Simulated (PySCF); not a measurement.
## Ionisation energy of Re²⁺ by level of theory

Re²⁺ [Xe] 4f14 5d5 (6S) → Re³⁺ [Xe] 4f14 5d4 (5D), as a difference of total energies. All numbers are calculated (PySCF 2.14, scalar relativity by spin-free X2C-1e, in x2c-TZVPPall with one added diffuse shell each of s, p, d, f type (12s8p8d4f1g, 113 functions)). Correlated levels: valence: [Xe] 4f14 frozen. The calculations carry no spin-orbit coupling.

| method | ionisation energy (eV) |
| --- | --- |
| UHF | 27.251 |
| MP2 (valence) | 27.781 |
| SCS-MP2 (valence) | 27.428 |
| CCSD (valence) | 27.825 |
| CCSD(T) (valence) | 27.836 |

How much does correlation contribute at CCSD(T) (valence)?

27.836 − (27.251) = 0.585 eV, measured against UHF.

A first-order spin-orbit estimate (lowest level to lowest level, LS coupling) adds -0.663 eV.

Errors of the correlated levels include the incompleteness of this basis and the frozen core.

For comparison: 27 ± 1.6 eV (theoretical estimate listed by NIST; NIST Atomic Spectra Database, ionization energies).
